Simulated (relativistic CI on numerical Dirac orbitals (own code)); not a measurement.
# Mn4+: L-alpha,beta X-ray emission

Computed with this model: Dirac-Coulomb-Breit CI, separate exchange-only KLI orbitals for each configuration, model QED, valence Slater integrals scaled by 0.7, multiplet model of X-ray emission after core ionisation; configurations [Ar] 3d3 → [He] 2s2 2p5 3s2 3p6 3d3 → [Ar] 3d2; 80 K; Lorentzian 0.6 eV and Gaussian 0.5 eV FWHM. Energies are those of the free ion, without screening or charge transfer. S is read from ⟨S²⟩ = S(S + 1).

Field parameters in Wybourne normalisation: D3d B²₀ = −7Dσ, B⁴₀ = −14Dq − 21Dτ, B⁴₃ = −14√(10/7) Dq; Oh B⁴₀ = 21Dq, B⁴₄ = √(5/14) B⁴₀. The field is a parameter set, without covalency.

free ion: ground-state S = 1.50, centroid 657.80 eV. Peaks (eV, height): 647.0 (7), 648.7 (15), 652.1 (51), 654.2 (11), 657.5 (37), 659.2 (100), 660.4 (50), 661.3 (52), 663.2 (38).

D3d, 10Dq = 13750, Dσ = 660, Dτ = 250 cm⁻¹: ground-state S = 1.50, centroid 655.67 eV. Peaks (eV, height): 647.9 (36), 652.7 (31), 654.8 (59), 658.5 (100), 661.3 (21).

D3d, 10Dq = 16650, Dσ = -440, Dτ = 160 cm⁻¹: ground-state S = 1.50, centroid 655.57 eV. Peaks (eV, height): 647.7 (37), 652.7 (27), 654.5 (40), 658.5 (100), 661.4 (17).

D3d, 10Dq = 36200, Dσ = -1130, Dτ = -20 cm⁻¹: ground-state S = 1.50, centroid 653.20 eV. Peaks (eV, height): 646.8 (66), 649.4 (45), 651.9 (54), 653.7 (51), 655.2 (35), 657.7 (100), 659.6 (15), 662.6 (7).

Oh, 10Dq = 9900 cm⁻¹: ground-state S = 1.50, centroid 656.27 eV. Peaks (eV, height): 648.3 (23), 652.3 (30), 655.5 (44), 658.4 (100), 661.1 (22), 663.0 (15).

D3d, 10Dq = 30950, Dσ = 860, Dτ = -190 cm⁻¹: ground-state S = 1.50, centroid 653.67 eV. Peaks (eV, height): 647.1 (58), 649.9 (29), 652.9 (76), 654.4 (63), 658.1 (100), 659.9 (12), 662.3 (8).

Strongest unbroadened transitions for D3d, 10Dq = 13750, Dσ = 660, Dτ = 250 cm⁻¹:

```tsv
Energy (eV)	Relative strength
647.49	30.7
647.52	34.9
647.93	40.1
647.97	30.3
654.80	56.1
654.82	62.0
657.77	38.3
658.13	36.3
658.19	51.5
658.21	100.0
658.47	92.6
658.48	66.5
658.50	48.7
658.83	39.5
658.84	62.6
658.88	45.0
658.90	32.1
658.91	48.2
```
